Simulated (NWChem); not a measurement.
CH$_{5}$FO$_{2}$Si; SMILES F[Si@@H](O)CO

```xyz
10

O      0.1457    -2.2062     0.0224
C     -0.7460    -1.1475    -0.2639
Si    -0.0131     0.4711     0.3240
O     -0.8128     1.7227    -0.3939
F      1.5353     0.4140    -0.1967
H      0.9952    -1.9875    -0.3783
H     -1.0067    -1.0791    -1.3405
H     -1.6924    -1.3589     0.2604
H      0.0710     0.6377     1.7995
H     -0.6359     2.6184    -0.0932
```
Atoms are numbered in this order, from 1.

Level: PBE0/def2-SVP (NWChem), optimised geometry, unscaled harmonic frequencies. 

**Question.** List the harmonic frequencies with IR intensities, and the thermochemistry.

**Answer.** 
```csv
frequency (cm⁻¹),IR intensity (km/mol)
81,9.1
127,0.9
244,57.2
263,58.5
315,34.4
363,46.9
411,106.6
678,28.1
698,127.8
811,165.3
825,9.1
854,14.3
914,205.3
973,191.4
1101,94.8
1160,19.8
1292,7.2
1387,35.0
1448,7.2
2270,142.6
3007,30.0
3114,9.4
3864,50.3
3940,122.2
```

The zero-point energy comes out as 43.1 kcal/mol and the thermal correction to the enthalpy at 298.15 K (with zero-point energy) comes out as 48.0 kcal/mol. The heat capacity Cv is 23.3 cal/(mol K). The entropy at 298.15 K and 1 atm (symmetry number 1) is 81.3 cal/(mol K). The dipole moment comes out as 2.07 D.

Rigid rotor and harmonic oscillator; modes under 100 cm⁻¹ make the entropy uncertain.
